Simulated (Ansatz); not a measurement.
F₃GaH₃P, relaxed with RKS PBE0-D4/def2-TZVP in the Gaussian-basis code of Ansatz from a GFN2-xTB geometry. The force threshold is 0.005 eV/Å; the program also tests the step.

Charge 0, multiplicity 1. The bonds changed during the relaxation, so this is another structure than the one it started from.

Start:

```xyz
8

F     1.582   -2.032   -0.315
P     1.234   -0.496   -0.090
F    -0.207   -0.697   -0.871
F     1.935   -0.022   -1.428
Ga   -1.125    0.739    0.592
H    -0.780   -0.271    1.743
H    -0.025    1.783    0.160
H    -2.613    0.995    0.209
```

Q: How much energy does the relaxation release, and in how many steps? (An estimate is asked.)

A: Ansatz gave: 40.16 kJ/mol, in 29 steps, 2 of them rejected.

Q: Which bonds change most? (An estimate is asked.)

A: Ansatz gave: P2–F3 from 1.651 to 1.602 Å; F1–P2 from 1.590 to 1.568 Å; P2–F4 from 1.584 to 1.565 Å; Ga5–H8 from 1.557 to 1.565 Å.

Q: Give the relaxed structure. (Estimate.)

A: Computed: 
```xyz
8

F     1.986   -2.135   -0.889
P     1.633   -0.692   -0.388
F     0.093   -0.995   -0.070
F     1.407   -0.031   -1.788
Ga   -1.276    0.930    0.773
H    -1.589    0.267    2.158
H     0.055    1.759    0.606
H    -2.309    0.898   -0.402
```
